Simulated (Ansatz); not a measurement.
Species: sum formula H2BO, net charge 0, doublet state. It need not be the lowest isomer of its formula. SMILES: [BH]O
Structure (B3LYP-D3(BJ)/def2-TZVP (Ansatz, a program for electronic structure) minimum search):
```xyz
4

B     -0.7319     0.1970     0.2269
O      0.4516    -0.3244    -0.0878
H     -1.0577     1.3406     0.0563
H      1.1043     0.2699    -0.4882
```
Charge 0, spin multiplicity 2.

Atomisation energy built up term by term with Ansatz (kcal/mol; UHF references for open shells; valence terms freeze the core; atomic spin-orbit terms are left out). CBS(X,Y): correlation extrapolated as X^-3; Hartree-Fock from the larger set.

| term | basis | kcal/mol |
|---|---|---|
| Hartree-Fock | aug-cc-pVQZ | 241.59 |
| CCSD correlation | CBS(aug-cc-pVTZ,aug-cc-pVQZ) | 76.10 |
| (T) | CBS(aug-cc-pVTZ,aug-cc-pVQZ) | 5.19 |
| CCSDT - CCSD(T) | cc-pVDZ | 0.04 |
| (Q) | cc-pVDZ | 0.35 |
| core correlation | cc-pwCVTZ | 1.39 |
| scalar relativity (X2C) | cc-pVTZ-DK against cc-pVTZ | -0.34 |
| sum: De |  | 324.3 |

(T) makes 1.6 % of the CCSD(T) atomisation energy; under 5 % is typical of single-reference molecules.
